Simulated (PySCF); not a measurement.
MoO2Cl2, SMILES [O]=[Mo](=[O])([Cl])[Cl], multiplicity 1.

Coordinates come from a PBE-D3(BJ)/def2-SVP optimisation. The multiplicity is an assumed one; no other spin state was optimised. The isomer is the one that the SMILES or the coordinates give; other isomers of the formula were not compared. The def2 effective core potentials stand for the cores of Mo; spin–orbit coupling is left out.

Two levels are set side by side: TDA-PBE/def2-SVPD (PySCF) and TDA-M06-2X/def2-SVPD (PySCF). Vertical, same geometry. The lowest singlet is HOMO→LUMO 93 % with PBE and HOMO−2→LUMO+1 51 %, HOMO−4→LUMO+1 34 % with the other functional; states are paired by order. Differences are taken from unrounded values.

```csv
quantity,TDA-M06-2X
lowest singlet excitation (eV),4.41
lowest triplet excitation (TDA) (eV),3.97
```

Question: What does TDA-PBE give, and how far is it from TDA-M06-2X? (The exact figures need the calculation; the answer reports its results.)

Answer: 
| quantity | TDA-PBE | TDA-PBE minus TDA-M06-2X |
|---|---|---|
| lowest singlet excitation (eV) | 3.93 | -0.47 |
| lowest triplet excitation (TDA) (eV) | 3.50 | -0.47 |

Functionals without exact exchange tend to place singlet excitations lower, as here. Differences between two approximate levels are no errors against the true value.

Rough cost on one machine, each run with all the roots and properties that it gave: TDA-M06-2X against TDA-PBE about 9 times.
